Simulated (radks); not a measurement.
Question: These are the eigenvalues of the occupied orbitals of an atom or ion with whole-number occupations (eV). Calculated with a radial shooting solver on a logarithmic mesh with Libxc functionals: non-relativistic Kohn-Sham, r2SCAN, spin-polarised, spherical densities, point nucleus; meta-GGA in the generalised Kohn-Sham scheme.

1s up: -26071.02
1s down: -26069.44
2s up: -4117.809
2s down: -4117.481
2p up: -3862.151
2p down: -3860.973
3s up: -1056.300
3s down: -1055.267
3p up: -951.8960
3p down: -950.4391
3d up: -760.3627
3d down: -758.7718
4s up: -414.7930
4s down: -404.5679
4p up: -376.4237

Which element is it, and in what charge state? The configuration may be excited. Open shells, if any, are filled with parallel spins first.

Answer: Z = 48, cadmium, charge +15: Cd15+ in [Ar] 3d10 4s2 4p3. The list shows which subshells hold electrons but not how many an open one holds; the 1s level, -958.09 hartree, gives Z - s = 43.8 by -(Z - s)^2/2, which with screening narrows Z to a few neighbours, and the depths of the outer levels then fix element, charge and occupations together.
